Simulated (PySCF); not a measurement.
Species: C4H5Cl2F.
Z-matrix (Å and degrees, GFN2-xTB geometry), rows numbered from 1:
```
C 
C   1  1.4979
C   2  1.3266  1  123.40
F   3  1.3383  2  121.71  1     1.50
C   2  1.4935  1  115.16  3  -177.15
Cl  5  1.7734  2  113.64  1  -154.22
Cl  5  1.7977  2  108.88  1    84.30
H   1  1.0858  2  110.31  3     3.34
H   1  1.0893  2  110.25  3  -117.05
H   1  1.0888  2  109.93  3   123.68
H   3  1.0792  2  126.04  1  -179.56
H   5  1.0920  2  111.71  1   -32.69
```

A PySCF run (density fitting, gas phase, GFN2-xTB geometry) gave HOMO -7.08 eV, LUMO -0.97 eV, dipole 1.39 D and E = -1175.132 Eh.

Question: Which of these levels was it?
A. HSE06/IGLO-II
B. PBE0/pcSseg-0
C. HCTH407/pcSseg-1
D. PBE0/def2-SVP
E. wB97X/def2-SVPD

Answer: A. It is HSE06/IGLO-II. All candidates on this geometry:

```
                              level and settings                                            kind  basis functions  SCF cycles      E (Eh)  HOMO (eV)  LUMO (eV)  dipole (D)
HCTH407/pcSseg-1, grid level 4, start guess atom                                             GGA              158          12  -1175.6786      -6.49      -1.77        1.52
 HSE06/IGLO-II, grid level 3, level shift 0.3 Eh  screened hybrid, exact exchange at short range              210          14  -1175.1320      -7.08      -0.97        1.39
                                   PBE0/pcSseg-0                                   global hybrid               81          13  -1173.4287      -7.74      -0.78        1.76
                                   PBE0/def2-SVP                                   global hybrid              131          14  -1174.5848      -7.42      -0.43        1.45
                                 wB97X/def2-SVPD                          range-separated hybrid              197          14  -1175.1373      -9.98       1.33        1.57
```

The nearest other candidate, by the summed differences of HOMO and LUMO, is PBE0/pcSseg-0: its HOMO differs by -0.66 eV and its LUMO by +0.19 eV. Cycle counts include a coarse-grid stage where the run had one.
